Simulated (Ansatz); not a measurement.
Geometry optimisation, RKS CAM-B3LYP-D4/def2-SVP (Ansatz).

Input file:

```yaml
crystal:
  periodic: [false, false, false]
  atoms:
    - { symbol: Ga, position_ang: [0.009053, -0.158653, -0.142848] }
    - { symbol: H, position_ang: [0.027254, -0.474589, 1.394473] }
    - { symbol: "N", position_ang: [1.567532, -0.102286, -1.057185] }
    - { symbol: H, position_ang: [2.477735, -0.121504, -0.615146] }
    - { symbol: H, position_ang: [1.647063, 0.138249, -2.039045] }
    - { symbol: "N", position_ang: [-1.567604, -0.045237, -1.027106] }
    - { symbol: H, position_ang: [-2.454856, 0.000901, -0.54244] }
    - { symbol: H, position_ang: [-1.661806, 0.198396, -2.004369] }
    - { symbol: F, position_ang: [0.031184, 2.168396, 1.58191] }
    - { symbol: H, position_ang: [0.062046, 1.307927, 1.924056] }
basis:
  gaussian: { orbitals: def2-SVP }
hamiltonian:
  xc: cam_b3lyp
  dispersion: d4
relax:
  f_tol: 0.03
  max_steps: 50
output:
  orbitals: {}
```

Run as:

```bash
$ ansatz run input.yaml --threads 4 --pin off --max-ram 5120MiB --backend cpu --events-out ev --progress --plain --runs-dir out
```

Q: Where does it end, and by what steps?

A: It converged. After 6 steps the energy has fallen by 0.024 eV; F9 moved furthest, 0.30 Å.

| step | energy less start (eV) | largest force component (eV/Å) | accepted |
| --- | --- | --- | --- |
| 0 | 0.0000 | 0.282 | yes |
| 1 | 0.0132 | 0.930 | no |
| 2 | -0.0128 | 0.115 | yes |
| 3 | -0.0171 | 0.081 | yes |
| 4 | -0.0226 | 0.229 | yes |
| 5 | -0.0236 | 0.087 | yes |
| 6 | -0.0240 | 0.019 | yes |

```xyz
10
Properties=species:S:1:pos:R:3
Ga 0.008 -0.121 -0.101
H 0.019 -0.503 1.424
N 1.564 -0.082 -1.023
H 2.471 -0.114 -0.576
H 1.639 0.200 -1.993
N -1.564 -0.029 -0.990
H -2.459 -0.012 -0.518
H -1.650 0.264 -1.955
F 0.048 2.025 1.319
H 0.063 1.282 1.886
```

Whether the end is a true minimum wasn't checked by a vibrational analysis.

Time of the run: 15 s on 4 threads of Arm Neoverse V1, on a shared host, peak memory 0.27 GiB.
